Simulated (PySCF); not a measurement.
Stepwise substitution at one centre (Si OH-NH2). All species are isolated molecules in the gas phase. One relaxed conformer stands for each flexible species; it need not be the lowest. Strings in code marks are SMILES.

The S1–T1 gap (TDA) from two functionals at the same geometries (B3LYP-D3(BJ)/def2-TZVP), both in PySCF: PBE-D3(BJ)/def2-TZVP and B3LYP-D3(BJ)/def2-TZVP. B3LYP has the VWN-RPA correlation part, as in Gaussian. Excitations are Tamm–Dancoff values on a coarser integration grid. The basis has no diffuse functions, so Rydberg states are missing or too high.

| species | B3LYP-D3(BJ)/def2-TZVP (eV) |
|---|---|
| 0 of 4 OH replaced by NH2 | 0.31 |
| 2 of 4 OH replaced by NH2 | 0.30 |
| 3 of 4 OH replaced by NH2 (`N[Si](N)(N)O`) | 0.28 |
| 4 of 4 OH replaced by NH2 | 0.24 |

**Question.** What does PBE-D3(BJ)/def2-TZVP give for each?

**Answer.** 
- 0 of 4 OH replaced by NH2: 0.20
- 2 of 4 OH replaced by NH2: 0.19
- 3 of 4 OH replaced by NH2 (`N[Si](N)(N)O`): 0.17
- 4 of 4 OH replaced by NH2: 0.15
Over these rows, drawn at random from the members with no instability flagged (it was tested for open shells, ions and some series alone), PBE minus B3LYP-D3(BJ): mean -0.10 eV, from -0.11 eV to -0.09 eV.
